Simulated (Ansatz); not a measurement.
Harmonic frequencies (cm⁻¹) at PBE0-D4/def2-TZVP from Ansatz: 13, 24, 28, 36, 74, 113, 180, 184, 348, 418, 449, 539, 636, 681, 694, 735, 736, 859, 936, 939, 956, 957, 989, 1121, 1217, 1437, 1438, 2193, 2201, 2204, 2206, 2216, 2220, 3036, 3109, 3135.

Each molecule was computed in one conformer, which needn't be the lowest.

Problem. Which molecule is it?
A. `[F][Al]([F])[Zn][O][SiH3]`
B. `C1=N[SiH2]C1`
C. `[CH3][Al]([SiH3])[O][SiH3]`
D. `CNB[SiH3]`

Solution. C.
